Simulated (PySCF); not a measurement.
## Ho: ionisation energy

Ho [Xe] 4f11 6s2 [4f5/2^6 4f7/2^5, M_J = 15/2] → Ho⁺ [Xe] 4f11 6s1 [4f5/2^6 4f7/2^5 6s1/2^1, M_J = 8], as a difference of total energies. Computed with PySCF 2.14 in x2c-TZVPPall-2c, with the two-component X2C-1e Hamiltonian. Correlated levels: [Ar] 3d10 frozen; the 18 highest virtual spinors dropped. "Screened" scales the spin-orbit matrix elements by Boettger's factors to mimic the two-electron term; Breit and QED terms are absent.

| method | ionisation energy (eV) |
| --- | --- |
| GHF (spin-free) | 4.924 |
| GMP2 (spin-free) | 5.916 |
| GHF (screened spin-orbit) | 4.927 |
| GMP2 (screened spin-orbit) | 5.918 |

How much does correlation contribute at GMP2 (screened spin-orbit)?

5.918 − (4.927) = 0.991 eV, measured against GHF (screened spin-orbit).

The spin-free rows relax to the high-spin LS determinant and lack the spin-orbit shift.

The labels give the starting determinants; with spin-orbit coupling the two ends relaxed to ⟨J²⟩ = 63.76, ⟨L²⟩ = 42.40, ⟨S²⟩ = 3.78 and ⟨J²⟩ = 72.01, ⟨L²⟩ = 42.39, ⟨S²⟩ = 6.01.

For comparison: 6.021 eV (measured; NIST Atomic Spectra Database, ionization energies).
